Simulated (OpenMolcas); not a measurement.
An OpenMolcas run meant for F V (ANO-RCC-VDZP, DKH2; inactive shells 1s; intended active space 3 electrons in 8 orbitals (2s 2p 3s 3p)). One step of its input:

```
&CASPT2
Multistate=3 1 2 3
Frozen=20 20
IPEA=0.25
Imaginary=0.1
MaxIter=60
WThr=0.0 0.3 0.05
PrWF=0.5
NoMix
```

Lines from the output:

```
|       MOLCAS_SOURCE = <dir>
  |    MOLCAS_STRUCTURE = 0
  |
   -----------------------------------------------------------------------------------------
++ ---------   Input file   ---------
>>> COPY JOB002 $Project.JobIph
&CASPT2
Multistate=3 1 2 3
Frozen=20 20
IPEA=0.25
Imaginary=0.1
MaxIter=60
WThr=0.0 0.3 0.05
PrWF=0.5
NoMix
-- ----------------------------------
>>> COPY JOB002 a.JobIph
*** symbolic link created: INPORB -> a.RasOrb
--- Start Module: caspt2 at  ---
()()()()()()()()()()()()()()()()()()()()()()()()()()()()()()()()()()()()()()()()()()()()()()()()()()
                                              &CASPT2
                                   only a single process is used
                       available to each process: 2.3 GB of memory, 1 thread
()()()()()()()()()()()()()()()()()()()()()()()()()()()()()()()()()()()()()()()()()()()()()()()()()()
 ###    WARNING: User changed nr of frozen orbitals.                         ###
 ###    ERROR: Too many frozen orbitals!                                     ###
--- Stop Module: caspt2 at  /rc=_RC_INPUT_ERROR_ ---
.####################.
.# User input error #.
.####################.
```

Question: What is wrong with the input?

Answer: More orbitals are frozen than there are inactive ones.
